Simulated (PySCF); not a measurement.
# Polarisability and C₆ of Ag⁺ (silver, charge +1)

[Kr] 4d9 5s1, high-spin 3D determinant (an excited configuration). All numbers are calculated (PySCF 2.14, a scalar-relativistic core potential, in aug-cc-pVTZ-PP with one added diffuse shell each of s, p, d, f, g type with ECP28MDF (7s7p6d4f3g, 113 functions)). Coupled (time-dependent) response in atomic units; α is the mean over directions.

```csv
method,mean α (bohr³),"α xx, yy, zz",C₆ (like pair),S(−4)
wB97M-V,28.44,"29.02, 29.02, 27.28",176.7,596.0
```

S(−4) is the Cauchy moment in α(ω) = α(0) + S(−4) ω² + …

Spin-orbit coupling is absent.

α(iu) at wB97M-V:

| u (hartree) | α(iu) (bohr³) |
| --- | --- |
| 0 | 28.44 |
| 0.0500 | 27.04 |
| 0.100 | 23.76 |
| 0.200 | 16.95 |
| 0.300 | 12.52 |
| 0.500 | 8.101 |
| 0.750 | 5.628 |
| 1.00 | 4.287 |
| 1.50 | 2.814 |
| 2.00 | 2.008 |
| 3.00 | 1.167 |
| 5.00 | 0.5245 |

For an ion, C₆ is the dispersion term alone; charge-induced terms of lower order in 1/R come first.

The components differ because the open shell of this determinant is not spherical; for a pure term their mean is the scalar polarisability.

Energies and moments cover only the electrons outside the core potential.
